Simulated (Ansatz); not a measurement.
The cluster Au₃⁺, relaxed as a quintet with UKS PBE0-D4/def2-TZVP in Ansatz, starting from the PBE0-D4/def2-TZVP geometry of the charge +1 singlet. Force threshold 0.02 eV/Å.

In the def2 sets Au takes a core potential; there is no spin–orbit coupling. At PBE0-D4/def2-TZVP a singlet of charge 1 lies 5.14 eV below the quintet, each at its own geometry. The structure comes from a short search, and lower isomers may exist.

Start:

Cartesian coordinates in Å:
```
Au 0.5475 0.7886 -1.1840
Au -0.8555 0.6983 1.0507
Au 0.3080 -1.4869 0.1332
```

Question: Estimate the energy that the relaxation releases and the steps that it takes.

Answer: 0.36 eV, in 11 steps; 40 s on 4 threads of Arm Neoverse V1 on a shared host. No frequencies were taken in this run, so the end may be a saddle point.

Question: Does the start keep its bonding and symmetry?

Answer: Bonds lost: Au2–Au3 (atoms count from 1). Point group D3h at the start, C2v at the end, both within 0.05 Å.

Question: Predict the relaxed structure.

Answer: 
Cartesian coordinates in Å:
```
Au 0.436 0.651 -0.952
Au -1.075 1.255 1.164
Au 0.639 -1.906 -0.212
```
Bond lengths (bridged metal pairs left out): 2 × Au–Au 2.67 Å.
